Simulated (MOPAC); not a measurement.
MOPAC input (MNDO):

```
MNDO PRECISE GNORM=0.05 LET XYZ CHARGE=1 GEO-OK AUX(PRECISION=9) THREADS=1
CH7BNO2

C    -1.89828500 1   -0.15724400 1   -0.08918600 1
N    -0.62675300 1   -0.49168100 1    0.66325700 1
B     0.63957400 1    0.08852100 1   -0.02593600 1
O     0.93011100 1    1.31983300 1    0.39931600 1
O     1.16384200 1   -0.75478800 1   -0.91776200 1
H    -2.74480900 1   -0.58755700 1    0.43840400 1
H    -1.99147200 1    0.92423100 1   -0.13522600 1
H    -1.82232800 1   -0.57710800 1   -1.08835400 1
H    -0.69831200 1   -0.12373400 1    1.61374900 1
H    -0.54242900 1   -1.50737500 1    0.73534200 1
H     1.68379700 1    1.79742300 1    0.03323000 1
H     1.94303500 1   -0.50360800 1   -1.42758500 1
```

From the output:

```
                                                       MOPAC v23.2.5 Linux

          FINAL HEAT OF FORMATION =         -5.58104 KCAL/MOL =     -23.35108 KJ/MOL

          COSMO AREA              =        114.65 SQUARE ANGSTROMS
          COSMO VOLUME            =         99.00 CUBIC ANGSTROMS

          GRADIENT NORM           =          0.02953          =       0.00852 PER ATOM
          IONIZATION POTENTIAL    =         17.603624 EV
          HOMO LUMO ENERGIES (EV) =        -17.604 -4.582
          NO. OF FILLED LEVELS    =         15
          MOLECULAR WEIGHT        =         75.8818         POINT GROUP:  Cs

          MOLECULAR DIMENSIONS (Angstroms)

            Atom       Atom       Distance
            H    11    H     6     5.14111
            H    12    H     7     3.31769
            H     9    H     8     2.72107

          SCF CALCULATIONS        =         37

   ATOM   CHEMICAL          X               Y               Z
  NUMBER   SYMBOL      (ANGSTROMS)     (ANGSTROMS)     (ANGSTROMS)

     1       C         -1.94835871  *  -0.17628373  *  -0.07937506  *
     2       N         -0.64217309  *  -0.48062917  *   0.64209208  *
     3       B          0.64269518  *   0.09488438  *  -0.03110083  *
     4       O          0.97389082  *   1.32474976  *   0.39154245  *
     5       O          1.20999426  *  -0.73568673  *  -0.91947969  *
     6       H         -2.78179307  *  -0.63683766  *   0.49557098  *
     7       H         -2.09752582  *   0.92333411  *  -0.13315790  *
     8       H         -1.91935760  *  -0.60891729  *  -1.10226300  *
     9       H         -0.70797866  *  -0.12272147  *   1.60350321  *
    10       H         -0.54743454  *  -1.50028761  *   0.73180518  *
    11       H          1.74299754  *   1.76361852  *   0.05385402  *
    12       H          2.00038572  *  -0.48792241  *  -1.37999116  *

                             CARTESIAN COORDINATES

   1    C       -1.948358709    -0.176283727    -0.079375058
   2    N       -0.642173087    -0.480629168     0.642092079
   3    B        0.642695181     0.094884380    -0.031100830
   4    O        0.973890822     1.324749760     0.391542455
   5    O        1.209994261    -0.735686726    -0.919479693
   6    H       -2.781793071    -0.636837657     0.495570980
   7    H       -2.097525819     0.923334110    -0.133157897
   8    H       -1.919357600    -0.608917287    -1.102263002
   9    H       -0.707978656    -0.122721466     1.603503214
  10    H       -0.547434538    -1.500287612     0.731805182
  11    H        1.742997538     1.763618521     0.053854021
  12    H        2.000385723    -0.487922411    -1.379991165

           Empirical Formula: C H7 N O2 B  =    12 atoms

      MOLECULAR POINT GROUP   :   Cs

                  EIGENVALUES
 -47.94978 -46.53949 -43.54149 -33.42811 -27.48258 -26.32620 -23.97268 -23.31896
 -22.24259 -20.74708 -20.04688 -19.14545 -18.97288 -18.41299 -17.60362  -4.58235
  -3.21431  -2.70663  -1.90737  -1.45196  -1.18426  -1.04852  -0.17240  -0.01463
   0.36631   1.19950   3.68545

              NET ATOMIC CHARGES AND DIPOLE CONTRIBUTIONS

  ATOM NO.   TYPE          CHARGE      No. of ELECS.   s-Pop       p-Pop
    1          C           0.111583        3.8884     1.24876     2.63966
    2          N          -0.020038        5.0200     1.45778     3.56226
    3          B           0.217189        2.7828     1.03745     1.74536
    4          O          -0.239513        6.2395     1.74830     4.49121
    5          O          -0.239508        6.2395     1.74831     4.49120
    6          H           0.063192        0.9368     0.93681
    7          H           0.069681        0.9303     0.93032
    8          H           0.069744        0.9303     0.93026
    9          H           0.214924        0.7851     0.78508
   10          H           0.214907        0.7851     0.78509
   11          H           0.268923        0.7311     0.73108
   12          H           0.268916        0.7311     0.73108
 DIPOLE           X         Y         Z       TOTAL
 POINT-CHG.    -1.800    -0.801     0.935     2.181
 HYBRID         0.965     0.143    -0.048     0.977
 SUM           -0.835    -0.659     0.887     1.385

          ATOMIC ORBITAL ELECTRON POPULATIONS

     Atom    s        px        py        pz
    1  C   1.24876   0.73942   0.97877   0.92147
    2  N   1.45778   1.21635   1.16632   1.17958
    3  B   1.03745   0.58422   0.61491   0.54623
    4  O   1.74830   1.47528   1.33674   1.67919
    5  O   1.74831   1.41367   1.57858   1.49895
    6  H   0.93681
    7  H   0.93032
    8  H   0.93026
    9  H   0.78508
   10  H   0.78509
   11  H   0.73108
   12  H   0.73108

 **********************
 *                    *
 * JOB ENDED NORMALLY *
 *                    *
 **********************

 == MOPAC DONE ==
```

The dipole moment of an ion depends on the origin.

The geometry given is a B3LYP-D3(BJ)/def2-TZVP minimum.
